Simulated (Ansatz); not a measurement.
Reactions of C₃H₇ClO, SMILES `CCC(O)Cl`.

Gas-phase electronic energies from Ansatz, PBE0-D4/def2-TZVP geometries. CBS: MP2 limit from def2 TZ/QZ plus the TZ coupled-cluster correction, frozen cores. This one scheme is used for every species. For Se outer-core shells are correlated without core-valence functions, which leaves a few kJ/mol of doubt a bond. Scalar relativity is left out up to krypton. One conformer a species, not always the lowest.

Q: Order these by ΔE at CCSD(T)/CBS, lowest first. (Estimate.)
A. `CCC(O)Cl` + H–F → `OC(F)Cl` + `CC`
B. `CCC(O)Cl` + `CO[SiH2][SeH]` → `CO[SiH2][Se]C` + `CC(O)Cl`
C. `CCC(O)Cl` + `CB(O)[SeH]` → `COB(C)[SeH]` + `CC(O)Cl`
D. `CCC(O)Cl` + H₂ → `CCCO` + HCl

A: D (-12.0 kcal/mol), B (+0.9 kcal/mol), A (+8.1 kcal/mol), C (+11.7 kcal/mol).

Largest T1 diagnostic: 0.011, for `COB(C)[SeH]`.
